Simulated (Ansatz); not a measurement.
CH₆AlNOSi (`O=C[N]([AlH2])[SiH3]`) at its PBE0-D4/def2-TZVP geometry, where that method's forces vanish. Charge 0, multiplicity 1.

```
atom   x (Å)   y (Å)   z (Å)
  O1  -1.038  -2.078  -0.206
  C2  -1.211  -0.884  -0.306
  N3  -0.226   0.039  -0.065
 Al4  -0.519   1.821  -0.227
 Si5   1.295  -0.746   0.401
  H6  -2.190  -0.464  -0.601
  H7  -1.979   2.239  -0.658
  H8   0.680   2.797   0.068
  H9   1.813  -1.604  -0.689
 H10   1.143  -1.506   1.662
 H11   2.233   0.386   0.621
```

(1) For each bond, give half the difference of the two atoms' forces along it (eV/Å; positive pushes the atoms apart) under PBE-D4, r2SCAN-D4, B3LYP-D4, ωB97M-V in def2-TZVPP. (Estimate.)

Results:

(1) Computed: 
```csv
bond,length (Å),PBE-D4,r2SCAN-D4,B3LYP-D4,ωB97M-V
O1–C2,1.210,0.95,0.36,0.29,0.09
C2–N3,1.372,0.04,0.13,0.11,0.21
C2–H6,1.105,-0.14,-0.13,-0.22,-0.20
N3–Al4,1.813,0.00,-0.02,0.04,0.03
N3–Si5,1.773,0.12,0.03,0.12,0.05
Al4–H7,1.579,0.01,-0.04,-0.09,-0.12
Al4–H8,1.574,0.00,-0.04,-0.09,-0.13
Si5–H9,1.480,0.04,-0.03,-0.09,-0.13
Si5–H10,1.480,0.04,-0.03,-0.09,-0.13
Si5–H11,1.487,0.04,-0.05,-0.12,-0.10
```

B3LYP here is the variant with VWN-RPA as its local correlation; programs differ in this.
